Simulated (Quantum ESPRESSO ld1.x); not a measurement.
Q: Radial electron density D(r) = 4 pi r^2 rho(r) of an atom or ion with 25 electrons. All-electron calculation, scalar-relativistic Kohn-Sham, LDA (Slater exchange, Perdew-Zunger correlation), spin-polarised, spherical densities, point nucleus. Program: ld1.x of Quantum ESPRESSO 7.5.

```
   r/bohr * D(r) (the largest magnitude, 107, reaches the edge; | marks zero)
 0.000891 | *
0.0009887 | *
 0.001106 | *
 0.001237 |  *
 0.001372 |  *
 0.001535 |   *
 0.001717 |    *
 0.001905 |     *
 0.002131 |      *
 0.002384 |       *
 0.002645 |        *
 0.002958 |          *
 0.003309 |           *
 0.003672 |             *
 0.004107 |               *
 0.004593 |                  *
 0.005097 |                    *
 0.005701 |                       *
 0.006377 |                          *
 0.007075 |                             *
 0.007914 |                                *
 0.008852 |                                  *
 0.009822 |                                     *
  0.01099 |                                       *
  0.01229 |                                        *
  0.01363 |                                         *
  0.01525 |                                          *
  0.01706 |                                          *
  0.01893 |                                         *
  0.02117 |                                        *
  0.02368 |                                      *
  0.02628 |                                     *
  0.02939 |                                     *
  0.03287 |                                     *
  0.03647 |                                      *
   0.0408 |                                         *
  0.04563 |                                             *
  0.05063 |                                                *
  0.05663 |                                                    *
  0.06335 |                                                      *
  0.07029 |                                                      *
  0.07862 |                                                    *
  0.08794 |                                                *
  0.09757 |                                           *
   0.1091 |                                      *
   0.1221 |                                   *
   0.1355 |                                  *
   0.1515 |                                   *
   0.1695 |                                     *
    0.188 |                                       *
   0.2103 |                                      *
   0.2352 |                                   *
    0.261 |                             *
    0.292 |                      *
   0.3266 |              *
   0.3624 |        *
   0.4053 |    *
   0.4533 | *
    0.503 |*
   0.5626 *
   0.6293 *
   0.6983 *
    0.781 *
```

What is the nuclear charge?

A: Z = 63. The innermost maximum, from 1s, lies near gamma/Z bohr with gamma = sqrt(1 - (Z/c)^2) = 0.888, here 0.0141 bohr (found: 0.0155), and its height grows with Z. The density is that of the europium ion Eu38+ in [Ar] 3d7; the configuration itself is not fixed sharply by these data, and Z only to a few units. D(r) has 3 maxima, at r = 0.0155, 0.0675, 0.196 bohr, and minima at 0.0299, 0.137 bohr, inside which lie 1.95, 11.27 electrons.
